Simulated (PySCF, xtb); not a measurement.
Be(OH)(GeH3) (BeGeH4O), SMILES [OH][Be][GeH3].

GFN2-xTB (xtb 6.7.1) at its own geometry gives an orbital gap of 5.30 eV and a dipole moment of 4.72 D.

The structure is a stationary point at B3LYP-D3(BJ)/def2-TZVP. One conformer was computed; it need not be the lowest.

### Question
What does ωB97X/def2-TZVPD (PySCF) give? (An estimate is asked for; the answer gives what the named calculation found.)

### Answer
gap 11.37 eV (levels -10.29 and 1.08 eV), dipole 1.97 D.
